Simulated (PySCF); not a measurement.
Correlation energy of Se⁺ (selenium, charge +1)

[Ar] 3d10 4s2 4p3, high-spin 4S determinant. Computed with PySCF 2.14 in 6-31G* (5s4p3d, 32 functions), with the non-relativistic Hamiltonian (point nucleus). Frozen: [Ar] 3d10; 5 electrons correlated.

MP2 pair energies summed by pair of shells (mhartree):

```
 pair  energy  share (%)
4s-4p  -36.96       65.8
4p-4p  -13.21       23.5
4s-4s   -5.96       10.6
```

Total MP2 correlation energy: -56.14 mhartree.

Same-spin part -14.62 and opposite-spin part -41.52 mhartree; SCS-MP2 scales them by 1/3 and 6/5 to -54.70 mhartree.

| level | correlation energy (mhartree) |
| --- | --- |
| CCSD | -71.08 |
| (T) | -0.70 |
| CCSD(T) | -71.78 |

Diagnostics: T1 = 0.0010, D1 = 0.0025, largest double amplitude 0.058.

Cost of the coupled-cluster step: 0.13 s of wall time on 1 thread of Intel(R) Xeon(R) Platinum 8375C CPU @ 2.90GHz (shared host), for 5 correlated electrons.
